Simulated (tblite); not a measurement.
Compound: C6H12O2SSi.
SMILES with atom numbers: `[CH3:1][S@@:2](=[O:3])/[CH:4]=[CH:5]\[C:6](=[O:7])[CH2:8][CH2:9][SiH3:10]` (hydrogens: H11, H12, H13 on C1; H14 on C4; H15 on C5; H16, H17 on C8; H18, H19 on C9; H20, H21, H22 on Si10)

The geometry is computed with GFN2-xTB (gas phase).

Question: List the bond lengths, angles and torsions at this level.

Answer: 
```json
{"bond": "C1–S2", "length (Å)": "1.853"}
{"bond": "S2=O3", "length (Å)": "1.464"}
{"bond": "S2–C4", "length (Å)": "1.817"}
{"bond": "C4=C5", "length (Å)": "1.331"}
{"bond": "C5–C6", "length (Å)": "1.468"}
{"bond": "C6=O7", "length (Å)": "1.217"}
{"bond": "C6–C8", "length (Å)": "1.505"}
{"bond": "C8–C9", "length (Å)": "1.523"}
{"bond": "C9–Si10", "length (Å)": "1.908"}
{"bond": "C1–H11, C1–H12, C1–H13", "length (Å)": "1.083"}
{"bond": "C4–H14", "length (Å)": "1.079"}
{"bond": "C5–H15", "length (Å)": "1.081"}
{"bond": "C8–H16", "length (Å)": "1.094"}
{"bond": "C8–H17", "length (Å)": "1.097"}
{"bond": "C9–H18", "length (Å)": "1.091"}
{"bond": "C9–H19", "length (Å)": "1.091"}
{"bond": "Si10–H20, Si10–H22", "length (Å)": "1.468"}
{"bond": "Si10–H21", "length (Å)": "1.456"}
```

Bonds in one row agree within 0.01 Å and their mean is given. A selection of angles:
```json
{"angle": "C1–S2–O3", "degrees": "104.6"}
{"angle": "C1–S2–C4", "degrees": "93.0"}
{"angle": "O3–S2–C4", "degrees": "103.7"}
{"angle": "S2–C4–C5", "degrees": "121.6"}
{"angle": "C4–C5–C6", "degrees": "118.6"}
{"angle": "C5–C6–O7", "degrees": "120.5"}
{"angle": "C5–C6–C8", "degrees": "116.2"}
{"angle": "O7–C6–C8", "degrees": "123.3"}
{"angle": "C6–C8–C9", "degrees": "112.6"}
{"angle": "C8–C9–Si10", "degrees": "113.4"}
```

Torsions: C1–S2–C4–C5 91° (anticlinal); S2–C4–C5–C6 -3° (synperiplanar); C4–C5–C6–O7 -10° (synperiplanar); C5–C6–C8–C9 -175° (antiperiplanar); C6–C8–C9–Si10 66° (synclinal).

Of the pairs four or more bonds apart, S2···O7 is among the closest relative to their van der Waals radii: 2.51 Å, 76 % of the sum of Bondi's values. Si10 (SiH3 silicon) is distorted tetrahedral (angles from 106.9° to 113.3°). S2 (sulfinyl sulfur) is pyramidal (angles 104.6°, 103.7° and 93.0°, sum 301.4°, 0.77 Å off the plane of its three neighbours). The C–S distances run from 1.817 Å (S2–C4, drawn single) to 1.853 Å (C1–S2, drawn single), a spread of 0.036 Å. The 4 C–C bonds span 1.331 Å (C4=C5, drawn double) to 1.523 Å (C8–C9, drawn single), a spread of 0.192 Å.

Point group: C1 (no symmetry element, even within 0.4 Å). GFN2-xTB frequencies show an imaginary mode (28i cm⁻¹), so the point is no minimum at that level. 3 starts were optimised and ended at 0.00, 0.01 and 7.03 kcal/mol (GFN2-xTB); the lowest of these is shown.

The run took 1.1 s of wall time on an Arm Neoverse V2 with one thread, on a shared host. These figures are those of the optimisation.
